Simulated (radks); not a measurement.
Question: Radial electron density D(r) = 4 pi r^2 rho(r) of an atom or ion with 10 electrons. Calculated with a radial shooting solver on a logarithmic mesh with Libxc functionals: scalar-relativistic Kohn-Sham, r2SCAN, spin-polarised, spherical densities, finite nucleus; meta-GGA in the generalised Kohn-Sham scheme; Fermi nuclear charge, rms radius of each element as measured or else 0.836 A^(1/3) + 0.57 fm.

| r (bohr) | D(r) (e/bohr) |
|---|---|
| 0.01164 | 0.8488 |
| 0.01292 | 1.018 |
| 0.01434 | 1.218 |
| 0.01604 | 1.472 |
| 0.01779 | 1.749 |
| 0.01974 | 2.070 |
| 0.02191 | 2.440 |
| 0.02431 | 2.862 |
| 0.02697 | 3.340 |
| 0.02993 | 3.876 |
| 0.03347 | 4.516 |
| 0.03714 | 5.167 |
| 0.04121 | 5.865 |
| 0.04573 | 6.600 |
| 0.05074 | 7.356 |
| 0.05631 | 8.111 |
| 0.06248 | 8.840 |
| 0.06988 | 9.559 |
| 0.07754 | 10.13 |
| 0.08604 | 10.56 |
| 0.09547 | 10.83 |
| 0.1059 | 10.90 |
| 0.1175 | 10.76 |
| 0.1304 | 10.39 |
| 0.1459 | 9.772 |
| 0.1619 | 9.028 |
| 0.1796 | 8.181 |
| 0.1993 | 7.309 |
| 0.2211 | 6.499 |
| 0.2454 | 5.837 |
| 0.2723 | 5.394 |
| 0.3045 | 5.214 |
| 0.3379 | 5.328 |
| 0.3749 | 5.676 |
| 0.416 | 6.194 |
| 0.4616 | 6.784 |
| 0.5122 | 7.334 |
| 0.5684 | 7.741 |
| 0.6357 | 7.929 |
| 0.7054 | 7.825 |
| 0.7827 | 7.447 |
| 0.8685 | 6.827 |
| 0.9637 | 6.023 |
| 1.069 | 5.111 |
| 1.187 | 4.171 |
| 1.327 | 3.204 |
| 1.473 | 2.404 |
| 1.634 | 1.729 |
| 1.813 | 1.190 |
| 2.012 | 0.7822 |
| 2.232 | 0.4893 |
| 2.477 | 0.2906 |
| 2.771 | 0.1556 |
| 3.074 | 0.08183 |
| 3.411 | 0.04022 |
| 3.785 | 0.01835 |

What is the nuclear charge?

Answer: Z = 10. The innermost maximum, from 1s, lies near gamma/Z bohr with gamma = sqrt(1 - (Z/c)^2) = 0.997, here 0.0997 bohr (found: 0.104), and its height grows with Z. The density is that of neutral neon in [Ne]; the configuration itself is not fixed sharply by these data. D(r) has 2 maxima, at r = 0.104, 0.646 bohr, and minima at 0.307 bohr, inside which lie 2.21 electrons.
